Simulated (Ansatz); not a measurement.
Molecule: hydroxysilane, sum formula H4SiO, charge 0, multiplicity 1. 
Coordinates optimised at B3LYP-D3(BJ)/def2-TZVP (Ansatz, a quantum-chemistry and plane-wave program):
```xyz
6

Si    -0.5134    -0.0066    -0.1436
O      1.0508     0.0053     0.3904
H     -0.7688    -1.1431    -1.0634
H     -1.3498    -0.1404     1.0649
H     -0.8566     1.2474    -0.8595
H      1.7563     0.0863    -0.2554
```

Basis-set convergence of Hartree-Fock and MP2 correlation energies (hartree) with Ansatz. Cores are frozen in the correlated levels unless marked. No spin-orbit coupling. No relativistic terms.

| basis | functions | E(HF) | E(corr, MP2) |
|---|---|---|---|
| cc-pV(D+d)Z | 57 | -366.16370 | -0.29644 |
| cc-pV(T+d)Z | 125 | -366.21113 | -0.37688 |
| cc-pV(Q+d)Z | 239 | -366.22218 | -0.40649 |
| cc-pV(5+d)Z | 411 | -366.22457 | -0.41838 |

Extrapolating the two largest sets (X = 4 and 5) as X^-3: E(corr) = (125·(-0.41838) - 64·(-0.40649))/61 = -0.4309 Eh, an estimate of the basis-set limit. The largest set recovers 97.1 % of it, the smallest 68.8 %.
